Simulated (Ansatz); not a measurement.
One change: `[CH3][Al]1[CH2]C[SiH2]1` becomes `[Cl][Al]1[CH2]C[SiH2]1`.

Ansatz, PBE0-D4/def2-TZVP geometries, multiplicity 1. 

```json
{"property": "size of the dipole moment (PBE/def2-TZVPP) / D", "`[CH3][Al]1[CH2]C[SiH2]1`": "1.55"}
{"property": "HOMO–LUMO gap (PBE/def2-TZVPP) / eV", "`[CH3][Al]1[CH2]C[SiH2]1`": "3.37"}
{"property": "LUMO energy (B3LYP/def2-TZVPP) / eV", "`[CH3][Al]1[CH2]C[SiH2]1`": "-1.52"}
{"property": "HOMO energy (PBE/def2-TZVPP) / eV", "`[CH3][Al]1[CH2]C[SiH2]1`": "-5.48"}
{"property": "LUMO energy (PBE0/def2-TZVPP) / eV", "`[CH3][Al]1[CH2]C[SiH2]1`": "-1.34"}
{"property": "HOMO–LUMO gap (B3LYP/def2-TZVPP) / eV", "`[CH3][Al]1[CH2]C[SiH2]1`": "4.80"}
```

(1) Give the same properties after the change, and the shifts. (Best estimate.)

Results:

(1) Computed: 
```
                                      property  `[Cl][Al]1[CH2]C[SiH2]1`  shift
size of the dipole moment (PBE/def2-TZVPP) / D                      1.43  -0.12
           HOMO–LUMO gap (PBE/def2-TZVPP) / eV                      3.56   0.19
           LUMO energy (B3LYP/def2-TZVPP) / eV                     -1.78  -0.26
             HOMO energy (PBE/def2-TZVPP) / eV                     -5.94  -0.46
            LUMO energy (PBE0/def2-TZVPP) / eV                     -1.62  -0.28
         HOMO–LUMO gap (B3LYP/def2-TZVPP) / eV                      5.03   0.23
```

With PBE0 the HOMO falls by 0.49 eV and the LUMO falls by 0.28 eV, so the gap widens by about 0.21 eV. PBE moves the HOMO by -0.46 eV and ωB97M-V by -0.49 eV. Dipoles are sizes alone; their direction can turn.

B3LYP here is the variant with VWN-RPA as its local correlation; programs differ in this.
